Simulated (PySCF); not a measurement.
Compound: CH12O3Si4.
Numbering: `[CH3:1][SiH2:2][O:3][SiH:4]([O:5][SiH3:6])[O:7][SiH3:8]` (hydrogens: H9, H10, H11 on C1; H12, H13 on Si2; H14 on Si4; H15, H16, H17 on Si6; H18, H19, H20 on Si8)

Level of theory: PySCF, PBE0-D3(BJ)/def2-SVP geometry optimisation, gas phase.

(1) What internal coordinates does the optimisation give?

Results:

(1) 
```csv
bond,length (bohr),order
C1–Si2,3.532,single
Si2–O3,3.152,single
O3–Si4,3.093,single
"Si4–O5, Si4–O7",3.116,single
"O5–Si6, O7–Si8",3.138,single
"C1–H9, C1–H10, C1–H11",2.081,single
"Si2–H12, Si2–H13",2.821,single
Si4–H14,2.782,single
Si6–H15 and 5 like bonds,2.820,single
```

Bonds in one row agree within 0.02 bohr and their mean is given. Orders are formal, as drawn. A selection of angles:
```csv
angle,degrees
C1–Si2–O3,110.5
Si2–O3–Si4,144.8
O3–Si4–O5,110.3
O5–Si4–O7,108.6
Si4–O5–Si6,141.7
Si4–O7–Si8,143.5
```

Dihedral angles: C1–Si2–O3–Si4 -13° (synperiplanar); Si2–O3–Si4–O5 -70° (synclinal); O3–Si4–O5–Si6 47° (synclinal); O3–Si4–O7–Si8 -126° (anticlinal). The mirror-image conformer, all signs reversed, is as good.

O3 (siloxane oxygen) is bent (angle 144.8°). Si2 (oxygen-bound silicon) is tetrahedral (angles from 107.9° to 110.6°). The O–Si distances run from 1.637 Å (O3–Si4, drawn single) to 1.668 Å (Si2–O3, drawn single), a spread of 0.031 Å. Si6 (oxygen-bound silicon) is tetrahedral (angles from 108.5° to 110.3°). Si4 (oxygen-bound silicon) is tetrahedral (angles from 108.6° to 110.5°). Of the pairs four or more bonds apart, Si6···Si8 is among the closest relative to their van der Waals radii: 4.24 Å, 101 % of the sum of Bondi's values.

Point group: C1 (no symmetry element, even within 0.4 Å). Whether it is a minimum is left open (no frequencies). One conformer, not necessarily the lowest.

Rough CPU time on one thread of a shared machine: about 30 min. This is the geometry optimisation.
